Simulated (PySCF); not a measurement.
Several orderings of computed values.

All species are isolated and taken at one optimised geometry, non-relativistic unless stated. Electronic properties by PySCF.

The conformers computed, where there is a choice (atom-mapped SMILES and torsion angles):
- `[F:1][B:2]([F:3])[c:4]1[cH:5][cH:6][cH:7][c:8]([Cl:9])[cH:10]1`: F1–B2–C4–C5 180°
- `[CH2:1]=[CH:2][Si@H:3]([CH3:4])[GeH3:5]`: C1–C2–Si3–C4 124°
- `[F:1][B:2]([F:3])[c:4]1[cH:5][cH:6][cH:7][cH:8][c:9]1[Cl:10]`: F1–B2–C4–C5 2°
- `[CH3:1][C:2]#[C:3][GeH2:4][O:5][CH3:6]`: C3–Ge4–O5–C6 -54°
- `[CH2:1]=[C:2]([CH3:3])[GeH2:4][SiH3:5]`: C1–C2–Ge4–Si5 -115°

Question: Rank by dipole moment, highest first (CAM-B3LYP/def2-SVPD at PBE0-D3(BJ)/def2-SVP geometries).
A. `FB(F)c1ccccc1Cl`
B. `C=[C](C)[GeH2][SiH3]`
C. `CC#[C][GeH2][O]C`
D. `FB(F)c1cccc(Cl)c1`
E. `C=C[Si@H](C)[GeH3]`

Answer: A (3.22 D), C (2.40 D), D (2.09 D), E (1.09 D), B (0.60 D).

Question: Give the two extremes of that set in atomic units.

Answer: `C=[C](C)[GeH2][SiH3]`: 0.24 au; `FB(F)c1ccccc1Cl`: 1.27 au.

Question: Rank by lowest singlet excitation, highest first (TDDFT CAM-B3LYP/def2-SVPD at PBE0-D3(BJ)/def2-SVP geometries).
A. `CC(O[SiH](OC(C)=O)OC(=O)C)=O`
B. `FB(F)C1=CC=CC(Cl)=C1`
C. `O=C1OB(F)OC1=O`
D. `[C]([GeH2][SiH3])(=C)C`

Answer: D (6.46 eV), A (5.85 eV), B (4.90 eV), C (4.22 eV).

Question: By how much do the two ends of that ranking differ?

Answer: By 2.24 eV, between `C=[C](C)[GeH2][SiH3]` and `O=C1OB(F)OC1=O`.

Question: Rank by HOMO–LUMO gap, highest first (CAM-B3LYP/def2-SVPD at PBE0-D3(BJ)/def2-SVP geometries).
A. `O=C1OB(F)OC1=O`
B. `FB(F)c1cccc(Cl)c1`
C. `CC(=O)O[SiH](OC(C)=O)OC(C)=O`
D. `C=C[Si@H](C)[GeH3]`
E. `C=[C](C)[GeH2][SiH3]`
F. `CC#[C][GeH2][O]C`

Answer: C (10.73 eV), F (9.82 eV), D (9.66 eV), E (9.44 eV), A (8.72 eV), B (7.96 eV).

Question: Rank by lowest triplet excitation (Tamm–Dancoff), lowest first (TDA CAM-B3LYP/def2-SVPD at PBE0-D3(BJ)/def2-SVP geometries).
A. `[C](=C)([GeH2][SiH3])C`
B. `O=C1OB(F)OC1=O`
C. `FB(F)c1cccc(Cl)c1`
D. `CC#[C][GeH2][O]C`
E. `[H][Si](OC(C)=O)(OC(C)=O)OC(C)=O`

Answer: B (3.65 eV), C (3.78 eV), A (4.21 eV), D (4.95 eV), E (5.34 eV).

Question: Rank by electronic spatial extent ⟨r²⟩ about the centre of nuclear charge, highest first (CAM-B3LYP/def2-SVPD at PBE0-D3(BJ)/def2-SVP geometries).
A. `c1c(Cl)c(ccc1)B(F)F`
B. `C(=C)[Si@H](C)[GeH3]`
C. `C=[C](C)[GeH2][SiH3]`
D. `CC#[C][GeH2][O]C`

Answer: A (1636 bohr²), D (1211 bohr²), B (1092 bohr²), C (1034 bohr²).

Question: Rank by smallest rotational constant, highest first (PBE0-D3(BJ)/def2-SVP).
A. `[SiH3][GeH2][C](=C)C`
B. `FB(F)c1ccccc1Cl`
C. `C=C[Si@H](C)[GeH3]`
D. `CC#[C][GeH2][O]C`
E. `FB(F)c1cccc(Cl)c1`

Answer: A (1.285 GHz), C (1.098 GHz), D (0.955 GHz), B (0.620 GHz), E (0.496 GHz).
